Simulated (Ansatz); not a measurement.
A nudged elastic band was laid between two geometries of BH7SeSi (10 atoms, charge 0, multiplicity 1).

All numbers below come from UKS BHLYP/def2-SVP in Ansatz.

```yaml
movable_images: 7
climbing_image: yes
spring: 5.0 eV/Å²
optimiser: quadratic models (default)
start_path: through a guess of the saddle point
force_threshold: 0.05 eV/Å
iteration_limit: 60
end_points: relaxed
```

Image 0:

```xyz
10
Properties=species:S:1:pos:R:3
B -0.094 -1.003 -0.322
Si 0.363 0.831 -1.015
H -1.139 -1.472 -0.706
H 0.813 -1.800 -0.280
H 0.577 -0.049 2.290
Se -0.536 -0.860 1.791
H 1.555 1.418 -0.330
H -0.739 1.814 -0.790
H 0.657 0.842 -2.474
H -1.457 0.279 1.835
```

Image 8:

```xyz
10
Properties=species:S:1:pos:R:3
B -0.643 -1.944 0.621
Si 0.960 1.804 -1.158
H -1.478 -1.520 -0.116
H 0.374 -2.433 0.233
H 0.729 0.827 -0.069
Se -0.870 -1.881 2.510
H 2.150 2.624 -0.838
H -0.225 2.681 -1.291
H 1.185 1.081 -2.430
H -2.183 -1.238 2.540
```

(1) Which bonds break or form, and what moves?

(2) What energy profile does the band end with?

(3) What is the geometry of the highest image?

(4) What are the harmonic wavenumbers there?

Answers

(1) Bonds broken: B1–Si2, H5–Se6. Bonds formed: Si2–H5. BH7SeSi becomes BH3Se + H4Si.

(2) It converged. The highest image is number 3 of 0 to 8, 17.0 kcal/mol above the first end and 31.1 kcal/mol above the last; the last end lies 14.1 kcal/mol below the first. A vibrational analysis at the climbing image gives one clearly imaginary mode, 335i cm⁻¹: a first-order saddle point. The orbitals stay closed-shell, which can raise the energy where a bond breaks towards radicals; this wasn't checked here.

```
image  path coordinate (Å)  energy (kcal/mol)  B1–Si2 (Å)  H5–Se6 (Å)  Si2–H5 (Å)
    0                 0.00                0.0        2.01        1.47        3.43
    1                 0.75                0.7        2.02        1.46        3.18
    2                 1.50               11.5        2.03        1.45        2.58
    3                 2.25               17.0        2.06        1.61        2.14
    4                 3.09               -1.2        2.46        2.36        1.56
    5                 3.92               -8.9        3.05        2.81        1.48
    6                 4.76              -13.1        3.55        3.28        1.48
    7                 5.60              -14.0        4.04        3.80        1.48
    8                 6.44              -14.1        4.45        4.07        1.48
```

(3) 
```xyz
10
Properties=species:S:1:pos:R:3
B -0.055 -0.898 -0.116
Si 0.486 0.910 -0.949
H -1.138 -1.225 -0.502
H 0.866 -1.662 -0.139
H 0.050 0.035 0.952
Se -0.371 -0.899 2.196
H 1.750 1.476 -0.413
H -0.564 1.953 -0.822
H 0.676 0.598 -2.388
H -1.699 -0.288 2.181
```

(4) 335i, 133, 168, 202, 359, 459, 543, 558, 668, 783, 873, 930, 973, 986, 1007, 1135, 1195, 1656, 2273, 2274, 2278, 2517, 2629, 2742 cm⁻¹.

Run time: 5 min on 4 threads of Arm Neoverse N1, with other jobs on the host, peak memory 0.32 GiB.
